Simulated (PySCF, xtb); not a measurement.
A geometry optimisation of C3H5AlBe with r2SCAN-D4/def2-SVP

The starting geometry of this gas-phase singlet was built from a drawn formula by distance geometry; its bonds are those of `[AlH2][C@@H]1[Be][CH]=C1`.

```xyz
10

C    -1.0566    0.2925   -1.5397
C     0.5153    1.5600   -2.1986
C     0.3332    0.7857   -1.1612
Al   -1.2109   -1.6882   -1.1855
Be   -1.0825    1.1420   -2.8039
H    -1.2008   -2.1109    0.3923
H    -1.9881   -2.6095   -2.2384
H    -1.7180    0.7749   -0.7686
H     1.1782    2.1855   -2.7019
H     0.9488    0.4664   -0.3321
```

Problem. Predict what becomes of its bonds when it is optimised with r2SCAN-D4/def2-SVP.

Solution. New bonds form, giving a structure given below by its coordinates. Distances that change by over a tenth: C2–C3 (1.31 → 1.44 Å), C3–Be5 (2.20 → 1.81 Å). Contacts that close: C2–Al4 (3.82 → 2.13 Å), Al4–Be5 (3.26 → 2.40 Å).

The energy falls by 2.70 eV over 37 steps:

```csv
step,E − E(last) (eV)
1,2.705
5,0.350
9,0.299
13,0.284
17,0.275
21,0.178
25,0.114
29,0.022
33,0.001
37,0.000
```

Final geometry (Å):

```xyz
10

C    -1.0879    0.8842   -0.9334
C     0.8830    0.4071   -2.1572
C     0.3470    0.9959   -0.9576
Al   -0.5164   -1.0757   -1.5421
Be   -0.5810    1.1265   -2.5032
H     0.0616   -1.8762   -0.2948
H    -1.3891   -1.8243   -2.6539
H    -1.6975    1.3131   -0.1376
H     1.9455    0.4318   -2.4004
H     0.9535    1.4610   -0.1620
```

From the same start GFN2-xTB reaches the same bonding as this run.

The end wasn't checked by frequencies. Run with PySCF 2.14.0, 14 min on 2 threads of Intel(R) Xeon(R) Processor @ 2.50GHz (Skylake/Cascade Lake), on a shared host.
